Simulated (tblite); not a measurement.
A geometry optimisation, step by step.

C₄H₁₃NSeSi.
Numbering: `[CH3:1][CH2:2][CH2:3][Si@@H:4]([NH2:5])[CH2:6][SeH:7]` (hydrogens: H8, H9, H10 on C1; H11, H12 on C2; H13, H14 on C3; H15 on Si4; H16, H17 on N5; H18, H19 on C6; H20 on Se7)

Computed with GFN2-xTB (tblite), gas phase: L-BFGS steps from a force-field or distance-geometry start until the largest atomic force falls under 0.01 eV/Å. 10 of its 174 geometries are shown.

Step 0: E = -625.0577 eV, largest atomic force 4.246 eV/Å
```
atom  x, y, z in Å  |  force x, y, z in eV/Å
C1     -2.064    1.064    0.430   -1.618   0.043   0.005
C2     -1.610    0.280   -0.796   -1.349   0.443  -0.550
C3     -0.777   -0.920   -0.480   -2.789  -1.620  -1.486
Si4     0.775   -0.762    0.396    1.041  -3.449   2.228
N5      1.668   -2.318    0.086   -0.687   0.846  -1.519
C6      1.921    0.573    0.039    3.641   2.131   0.483
Se7     1.335    1.970   -1.133   -0.460   1.299  -0.711
H8     -1.365    1.859    0.736   -0.383  -0.601  -0.003
H9     -2.330    0.349    1.259    0.627   0.842  -0.643
H10    -3.065    1.516    0.124    1.300  -0.031   0.631
H11    -2.545   -0.094   -1.273    0.409   0.108   0.082
H12    -1.175    0.948   -1.557    0.218  -0.146   0.358
H13    -0.648   -1.481   -1.431    0.111   0.263   0.319
H14    -1.449   -1.604    0.117    0.694   0.492  -0.341
H15     0.508   -0.803    1.858    0.122   0.124  -0.185
H16     2.542   -2.124   -0.446   -0.790  -0.466   0.619
H17     1.085   -2.945   -0.534    1.000   0.756   1.044
H18     2.267    1.045    0.999   -0.411  -0.270  -0.738
H19     2.868    0.166   -0.407   -0.614   0.263   0.236
H20     2.053    3.293   -0.811   -0.061  -1.028   0.171
```

Step 19: E = -626.1273 eV, largest atomic force 0.394 eV/Å
```
atom  x, y, z in Å  |  force x, y, z in eV/Å
C1     -2.100    1.040    0.429    0.030   0.002  -0.027
C2     -1.732    0.259   -0.825    0.008  -0.024   0.024
C3     -0.895   -0.986   -0.548   -0.007   0.063   0.018
Si4     0.780   -0.802    0.353   -0.220  -0.074   0.033
N5      1.662   -2.183   -0.160    0.076  -0.078  -0.215
C6      1.931    0.688    0.018   -0.058  -0.333   0.202
Se7     1.198    2.130   -1.064    0.172   0.262  -0.065
H8     -1.261    1.655    0.752   -0.069  -0.006   0.025
H9     -2.366    0.370    1.245   -0.020  -0.017  -0.053
H10    -2.955    1.679    0.212    0.112   0.092   0.121
H11    -2.657   -0.059   -1.318    0.057   0.034  -0.084
H12    -1.197    0.925   -1.516   -0.062  -0.084   0.019
H13    -0.714   -1.486   -1.503   -0.027  -0.021   0.087
H14    -1.511   -1.656    0.058    0.086  -0.076  -0.061
H15     0.582   -0.741    1.820   -0.087  -0.048  -0.019
H16     2.664   -2.225   -0.245   -0.098  -0.016   0.117
H17     1.230   -3.082   -0.303    0.092   0.168   0.091
H18     2.165    1.138    0.980    0.128   0.038   0.018
H19     2.849    0.333   -0.445    0.050   0.135  -0.085
H20     2.324    3.014   -0.761   -0.164  -0.015  -0.147
```

Step 38: E = -626.2125 eV, largest atomic force 0.145 eV/Å
```
atom  x, y, z in Å  |  force x, y, z in eV/Å
C1     -2.064    1.010    0.451    0.007   0.015  -0.003
C2     -1.748    0.255   -0.828    0.053  -0.054  -0.037
C3     -0.923   -1.004   -0.587    0.019  -0.034   0.010
Si4     0.743   -0.804    0.323   -0.023   0.010  -0.062
N5      1.694   -2.123   -0.270   -0.088   0.067   0.094
C6      1.909    0.691    0.027    0.032  -0.009   0.024
Se7     1.160    2.194   -0.993   -0.095  -0.038  -0.057
H8     -1.171    1.496    0.836    0.077   0.013   0.047
H9     -2.444    0.340    1.218   -0.051  -0.028  -0.013
H10    -2.806    1.777    0.251   -0.058   0.072   0.053
H11    -2.683   -0.018   -1.325    0.028  -0.021   0.000
H12    -1.202    0.916   -1.508    0.000   0.030  -0.024
H13    -0.747   -1.496   -1.547    0.008   0.032   0.055
H14    -1.525   -1.694    0.013    0.028  -0.009  -0.052
H15     0.487   -0.811    1.779   -0.008   0.035   0.029
H16     2.666   -2.173   -0.009    0.019  -0.039   0.001
H17     1.280   -3.039   -0.216    0.047  -0.052  -0.050
H18     2.215    1.116    0.982   -0.008  -0.033   0.039
H19     2.802    0.364   -0.504   -0.037   0.025  -0.060
H20     2.353    3.011   -0.916    0.051   0.020   0.007
```

Step 58: E = -626.2314 eV, largest atomic force 0.064 eV/Å
```
atom  x, y, z in Å  |  force x, y, z in eV/Å
C1     -2.048    0.990    0.478   -0.018   0.007  -0.005
C2     -1.730    0.263   -0.819   -0.004   0.003  -0.001
C3     -0.903   -1.000   -0.610    0.026  -0.003  -0.006
Si4     0.728   -0.796    0.347    0.031  -0.006   0.032
N5      1.698   -2.120   -0.192    0.005  -0.015   0.020
C6      1.890    0.688   -0.006   -0.005   0.006   0.003
Se7     1.096    2.205   -0.973    0.000   0.009  -0.015
H8     -1.137    1.372    0.936    0.000  -0.010  -0.007
H9     -2.535    0.324    1.186   -0.007  -0.020  -0.004
H10    -2.706    1.833    0.281   -0.027   0.020   0.021
H11    -2.663    0.003   -1.326   -0.009  -0.003   0.004
H12    -1.186    0.943   -1.484    0.004  -0.004   0.004
H13    -0.685   -1.439   -1.584   -0.006  -0.005  -0.036
H14    -1.508   -1.732   -0.071   -0.010   0.014   0.007
H15     0.432   -0.743    1.800    0.032  -0.003  -0.055
H16     2.655   -2.193    0.116   -0.036  -0.005   0.006
H17     1.288   -3.038   -0.249    0.000   0.013   0.026
H18     2.256    1.099    0.933    0.028  -0.010   0.008
H19     2.740    0.360   -0.603   -0.007   0.006  -0.008
H20     2.314    2.994   -0.981    0.005   0.007   0.008
```

Step 77: E = -626.2444 eV, largest atomic force 0.076 eV/Å
```
atom  x, y, z in Å  |  force x, y, z in eV/Å
C1     -2.106    0.932    0.508    0.008   0.004   0.014
C2     -1.726    0.291   -0.818   -0.012  -0.016   0.010
C3     -0.858   -0.952   -0.656    0.021  -0.002   0.010
Si4     0.761   -0.762    0.328    0.018   0.003   0.036
N5      1.665   -2.176   -0.090    0.004   0.036   0.006
C6      1.951    0.679   -0.114    0.005  -0.020   0.029
Se7     1.098    2.245   -0.948    0.022  -0.009   0.025
H8     -1.211    1.276    1.023   -0.041   0.016   0.035
H9     -2.627    0.220    1.145    0.044   0.010   0.002
H10    -2.757    1.790    0.344    0.016  -0.031  -0.002
H11    -2.641    0.021   -1.353   -0.006  -0.006  -0.060
H12    -1.200    1.032   -1.431    0.004  -0.051   0.003
H13    -0.612   -1.343   -1.645   -0.028   0.027  -0.023
H14    -1.448   -1.727   -0.161   -0.006   0.013   0.008
H15     0.476   -0.634    1.778   -0.003   0.036  -0.067
H16     2.597   -2.295    0.273   -0.001   0.030  -0.005
H17     1.189   -3.063   -0.078   -0.005   0.016  -0.001
H18     2.417    1.051    0.798    0.010  -0.009   0.001
H19     2.736    0.349   -0.793   -0.058  -0.019  -0.025
H20     2.291    3.075   -0.932    0.008  -0.028   0.008
```

Step 96: E = -626.2834 eV, largest atomic force 0.087 eV/Å
```
atom  x, y, z in Å  |  force x, y, z in eV/Å
C1     -2.234    0.783    0.551   -0.021   0.014  -0.003
C2     -1.726    0.325   -0.809   -0.009   0.042   0.009
C3     -0.804   -0.888   -0.739    0.017   0.032   0.048
Si4     0.778   -0.663    0.294    0.018   0.003   0.059
N5      1.603   -2.173    0.134   -0.040   0.028   0.001
C6      2.057    0.608   -0.346   -0.028   0.007   0.002
Se7     1.213    2.360   -0.644    0.037  -0.018   0.003
H8     -1.425    1.201    1.147   -0.020  -0.080  -0.001
H9     -2.681   -0.055    1.085    0.054   0.060   0.033
H10    -2.989    1.559    0.437   -0.010  -0.033  -0.042
H11    -2.589    0.094   -1.441    0.030  -0.038  -0.040
H12    -1.186    1.148   -1.286   -0.017   0.055  -0.021
H13    -0.536   -1.177   -1.758    0.033   0.007   0.024
H14    -1.353   -1.732   -0.318   -0.052   0.003   0.007
H15     0.468   -0.250    1.683    0.017  -0.055  -0.060
H16     2.516   -2.274    0.544    0.055  -0.010   0.006
H17     1.072   -3.014    0.287    0.010  -0.016  -0.001
H18     2.827    0.762    0.409   -0.020  -0.007  -0.041
H19     2.530    0.297   -1.277   -0.055   0.021   0.012
H20     2.454    3.103   -0.776    0.001  -0.015   0.003
```

Step 115: E = -626.2973 eV, largest atomic force 0.026 eV/Å
```
atom  x, y, z in Å  |  force x, y, z in eV/Å
C1     -2.274    0.756    0.542    0.003   0.002   0.003
C2     -1.719    0.343   -0.813    0.006   0.003   0.002
C3     -0.787   -0.863   -0.731   -0.003  -0.004   0.003
Si4     0.776   -0.650    0.331   -0.002   0.001  -0.003
N5      1.611   -2.158    0.198   -0.004   0.007  -0.004
C6      2.023    0.592   -0.411    0.015  -0.008  -0.008
Se7     1.282    2.408   -0.487   -0.020  -0.002   0.016
H8     -1.490    1.192    1.158   -0.014   0.001  -0.001
H9     -2.683   -0.107    1.064   -0.017   0.018   0.001
H10    -3.062    1.497    0.422    0.012  -0.011   0.003
H11    -2.553    0.104   -1.481    0.022   0.000  -0.004
H12    -1.183    1.190   -1.252    0.009  -0.006  -0.010
H13    -0.479   -1.131   -1.744   -0.009  -0.015   0.000
H14    -1.351   -1.715   -0.346   -0.010   0.005   0.002
H15     0.473   -0.227    1.710    0.014   0.009  -0.001
H16     2.534   -2.242    0.593    0.002  -0.001  -0.007
H17     1.094   -3.002    0.374    0.000  -0.013   0.002
H18     2.913    0.649    0.213    0.005  -0.009  -0.001
H19     2.317    0.312   -1.422   -0.003   0.010   0.008
H20     2.552    3.062   -0.739   -0.008   0.013  -0.002
```

Step 135: E = -626.3059 eV, largest atomic force 0.060 eV/Å
```
atom  x, y, z in Å  |  force x, y, z in eV/Å
C1     -2.262    0.823    0.492    0.022  -0.005  -0.014
C2     -1.674    0.335   -0.825    0.007  -0.008  -0.014
C3     -0.805   -0.910   -0.663   -0.012  -0.012  -0.020
Si4     0.786   -0.697    0.355   -0.006   0.042   0.042
N5      1.659   -2.173    0.146    0.001  -0.012  -0.006
C6      1.972    0.601   -0.388    0.013   0.011   0.009
Se7     1.230    2.416   -0.270    0.038  -0.012  -0.004
H8     -1.474    1.209    1.137    0.006   0.003   0.003
H9     -2.764    0.010    1.011   -0.012   0.014  -0.001
H10    -2.980    1.623    0.319    0.025  -0.034  -0.007
H11    -2.487    0.110   -1.522   -0.007   0.012   0.028
H12    -1.081    1.141   -1.267   -0.019  -0.038  -0.020
H13    -0.523   -1.270   -1.655   -0.005   0.009  -0.007
H14    -1.405   -1.704   -0.214   -0.015   0.015   0.013
H15     0.515   -0.319    1.756   -0.002   0.002  -0.004
H16     2.605   -2.240    0.487   -0.012   0.013   0.001
H17     1.178   -3.038    0.327   -0.005  -0.014  -0.003
H18     2.910    0.610    0.166    0.003   0.014  -0.029
H19     2.179    0.398   -1.437    0.006   0.014  -0.006
H20     2.416    3.085   -0.779   -0.026  -0.014   0.036
```

Step 154: E = -626.3183 eV, largest atomic force 0.057 eV/Å
```
atom  x, y, z in Å  |  force x, y, z in eV/Å
C1     -2.199    0.904    0.415   -0.012   0.010  -0.002
C2     -1.649    0.278   -0.859   -0.009   0.010   0.010
C3     -0.827   -0.981   -0.591   -0.004   0.014   0.004
Si4     0.792   -0.725    0.373    0.005  -0.007   0.019
N5      1.697   -2.172    0.109   -0.007  -0.019  -0.008
C6      1.894    0.620   -0.414   -0.009   0.015   0.033
Se7     1.236    2.405    0.069   -0.017   0.006  -0.007
H8     -1.390    1.234    1.065    0.017  -0.018  -0.018
H9     -2.810    0.186    0.959    0.029   0.018   0.009
H10    -2.812    1.771    0.178   -0.011  -0.021  -0.008
H11    -2.485    0.022   -1.516    0.013   0.029  -0.006
H12    -1.033    1.015   -1.381   -0.003  -0.028   0.007
H13    -0.575   -1.444   -1.547   -0.022  -0.009  -0.002
H14    -1.452   -1.698   -0.055    0.010   0.001  -0.006
H15     0.566   -0.366    1.786   -0.008  -0.004   0.006
H16     2.658   -2.216    0.409    0.001   0.002   0.016
H17     1.246   -3.051    0.296    0.009  -0.015  -0.005
H18     2.916    0.546   -0.049    0.006   0.009   0.003
H19     1.899    0.556   -1.499    0.006  -0.007  -0.056
H20     2.322    3.127   -0.569    0.007   0.015   0.011
```

Step 173: E = -626.3231 eV, largest atomic force 0.009 eV/Å
```
atom  x, y, z in Å  |  force x, y, z in eV/Å
C1     -2.161    0.927    0.406   -0.003   0.006   0.005
C2     -1.653    0.264   -0.865   -0.003   0.002   0.006
C3     -0.844   -1.000   -0.584    0.004   0.004   0.003
Si4     0.784   -0.737    0.364    0.000  -0.001  -0.005
N5      1.701   -2.173    0.083    0.007  -0.002   0.000
C6      1.874    0.629   -0.409    0.006  -0.005  -0.001
Se7     1.175    2.413    0.022   -0.003   0.000  -0.002
H8     -1.329    1.296    1.005    0.000  -0.001  -0.004
H9     -2.729    0.220    1.008    0.005   0.001  -0.002
H10    -2.804    1.771    0.165   -0.002  -0.002  -0.004
H11    -2.506    0.011   -1.501    0.001   0.004   0.001
H12    -1.035    0.977   -1.417   -0.003  -0.003  -0.003
H13    -0.612   -1.486   -1.534    0.000   0.001  -0.005
H14    -1.470   -1.699   -0.027    0.001  -0.001   0.001
H15     0.555   -0.395    1.782    0.001  -0.001   0.002
H16     2.655   -2.215    0.405    0.002   0.001   0.004
H17     1.256   -3.062    0.240   -0.006   0.002  -0.001
H18     2.884    0.585   -0.006   -0.001  -0.006  -0.001
H19     1.921    0.545   -1.493   -0.001   0.008   0.004
H20     2.333    3.141   -0.465   -0.006  -0.006   0.001
```

Task: Summarise the path.

Result: The energy falls by 1.2654 eV from step 0 to step 173; nine tenths of that is first reached at step 30. It rises by more than 0.2 meV at step 22. The largest force goes from 4.246 to 0.009 eV/Å. Among the bonds Si4–C6 changes most, from 1.795 to 1.911 Å; the atoms move by 0.646 Å rms after alignment.

Task: Follow the three bonds and two angles with the largest change from start to end.

Result: 
```
step  E above end (eV)  largest force (eV/Å)  Si4–C6 (Å)  C3–Si4 (Å)  Si4–N5 (Å)  C6–Se7–H20 (°)  N5–Si4–H15 (°)
   0            1.2654                 4.246       1.795       1.790       1.821           110.9           103.4
   8            0.2995                 0.364       1.922       1.911       1.740            97.9           109.8
  15            0.2458                 0.216       1.918       1.908       1.723            93.9           110.7
  23            0.1606                 0.190       1.910       1.903       1.727            92.1           116.1
  30            0.1248                 0.110       1.918       1.903       1.730            95.0           116.1
  38            0.1107                 0.145       1.919       1.909       1.731            95.2           115.4
  45            0.0984                 0.079       1.918       1.907       1.726            94.8           115.1
  53            0.0944                 0.058       1.917       1.904       1.726            94.7           116.1
  60            0.0910                 0.042       1.917       1.902       1.727            94.6           116.4
  68            0.0865                 0.118       1.916       1.901       1.728            94.5           114.7
  75            0.0806                 0.079       1.919       1.905       1.730            95.2           114.1
  83            0.0698                 0.111       1.913       1.904       1.729            96.1           116.1
  90            0.0562                 0.169       1.911       1.902       1.727            95.3           116.8
  98            0.0357                 0.101       1.913       1.904       1.726            95.9           115.4
 105            0.0298                 0.068       1.912       1.902       1.728            95.6           115.3
 113            0.0261                 0.033       1.910       1.902       1.728            95.5           115.1
 120            0.0248                 0.038       1.909       1.901       1.728            95.4           115.3
 128            0.0207                 0.053       1.910       1.903       1.728            95.4           114.9
 135            0.0172                 0.060       1.909       1.901       1.728            95.5           115.2
 143            0.0138                 0.052       1.911       1.901       1.728            95.2           115.5
 150            0.0089                 0.081       1.912       1.904       1.728            94.9           115.6
 158            0.0039                 0.042       1.909       1.902       1.727            95.6           115.5
 165            0.0013                 0.032       1.910       1.904       1.728            95.5           115.6
 173            0.0000                 0.009       1.911       1.902       1.728            95.7           115.6
```

The cost below is that of the whole relaxation. The run took 1.2 s of wall time on one thread, Arm Neoverse V2 (aarch64), no GPU, shared host with 32 logical CPUs at a one-minute load of 5.9.
